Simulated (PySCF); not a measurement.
Zr: excitation energy

Zr [Kr] 4d2 5s2 (3F) → Zr [Kr] 4d1 5s2 5p1 (high-spin determinant), as a difference of total energies. All numbers are calculated (PySCF 2.14, scalar relativity through the core potential, in aug-cc-pwCVDZ-PP with ECP28MDF (6s6p5d3f, 70 functions)). Correlated levels: valence and next inner shell: nothing frozen outside the core potential. The calculations carry no spin-orbit coupling.

| method | excitation energy (eV) |
| --- | --- |
| UHF | 2.872 |
| MP2 (valence and next inner shell) | 2.908 |
| SCS-MP2 (valence and next inner shell) | 2.855 |
| CCSD (valence and next inner shell) | 2.607 |
| CCSD(T) (valence and next inner shell) | 2.372 |

Q: How much does correlation contribute at CCSD(T) (valence and next inner shell)?

A: 2.372 − (2.872) = -0.500 eV, measured against UHF.

The coupled-cluster amplitudes are large for the upper state (T1 above 0.03 or a double amplitude above 0.15), so a single reference is strained.

The determinant of the upper state mixes LS terms, which raises its energy above the lowest term, most at the Hartree-Fock and MP2 levels.
